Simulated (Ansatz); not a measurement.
Stepwise reaction of `[CH3][Al]([NH2])[NH2]` with hydrogen sulfide, as a gas-phase model of exchange steps in deposition or etching. ΔE in kJ/mol.

Isolated molecules relaxed with PBE0-D4/def2-TZVP in Ansatz; ΔE leaves out vibrations. CCSD(T)/CBS adds triple-zeta CCSD(T) − MP2 to the extrapolated MP2 energy (def2 sets, frozen cores). This one scheme is used for every species. DFT in def2-TZVPP. B3LYP here is the variant with VWN-RPA as its local correlation; programs differ in this. One conformer a species, not always the lowest.

| step | reaction | PBE-D4 | B3LYP-D4 | ωB97M-V | CCSD(T)/CBS |
| --- | --- | --- | --- | --- | --- |
| 1 | `[CH3][Al]([NH2])[NH2]` + H₂S → `[CH3][Al]([NH2])[SH]` + NH₃ | -36.3 | -28.3 | -29.5 | -30.7 |
| 2 | `[CH3][Al]([NH2])[SH]` + H₂S → `[CH3][Al]([SH])[SH]` + NH₃ | -31.8 | -23.2 | -24.1 | -26.2 |

(1) By hand: ΔE of the 2 steps together at CCSD(T)/CBS.

Answers

(1) (-30.7) + (-26.2) = -56.9 kJ/mol, or -28.4 kJ/mol a step.

In ΔE the steps differ by no more than 4.5 kJ/mol. All are downhill at CCSD(T)/CBS. PBE-D4 differs from CCSD(T)/CBS by -5.6 to -5.6 kJ/mol a step. Isolated molecules leave out the surface, adducts and barriers. Largest T1 diagnostic: 0.011.
